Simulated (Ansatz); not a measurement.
The first iterations of a band of FGeH3O2 + H3Si (11 atoms, charge 0, multiplicity 2).

These are results of Ansatz, UKS PBE/def2-SVP, not measurements.

* movable images: 5
* climbing image: yes
* spring: 5.0 eV/Å²
* optimiser: quadratic models (default)
* start path: through a guess of the saddle point
* force threshold: 0.05 eV/Å
* iteration limit: 60
* end points: relaxed

Initial state:

```xyz
11
Properties=species:S:1:pos:R:3
Ge -0.322 -0.075 -0.115
H -0.131 0.016 1.417
F 1.241 -0.372 -0.873
O -1.003 1.465 -0.675
H -1.352 1.370 -1.582
O -1.356 -1.401 -0.715
H -0.796 -2.116 -1.076
Si 0.161 0.131 4.357
H -0.568 -1.150 4.656
H 1.566 0.106 4.892
H -0.602 1.330 4.850
```

Final state:

```xyz
11
Properties=species:S:1:pos:R:3
Ge -0.220 -0.031 -0.381
H 0.060 0.086 2.616
F 1.423 -0.260 -0.995
O -0.800 1.436 -1.248
H -1.774 1.497 -1.181
O -1.254 -1.393 -0.980
H -0.905 -2.254 -0.674
Si 0.076 0.063 4.125
H -0.687 -1.142 4.601
H 1.496 -0.011 4.608
H -0.578 1.313 4.643
```

| iteration | highest image above the first end (eV) | largest band force component (eV/Å) |
| --- | --- | --- |
| 1 | 5.710 | 48.673 |
| 2 | 0.198 | 2.952 |
| 3 | 0.128 | 2.105 |
| 4 | 0.046 | 0.481 |
| 5 | 0.022 | 0.486 |

Problem. Does the band converge within its limit, and where does its top end?

Solution. The run converged. It ended after 16 iterations with the highest image 0.011 eV above the first end. A vibrational analysis at the climbing image gives one clearly imaginary mode, 66i cm⁻¹, and a faint second one (19i cm⁻¹) that may be numerical noise or a soft torsion: probably a first-order saddle point.

Run time: 2.7 min on 4 threads of Arm Neoverse V2, with other jobs on the host, peak memory 0.22 GiB.
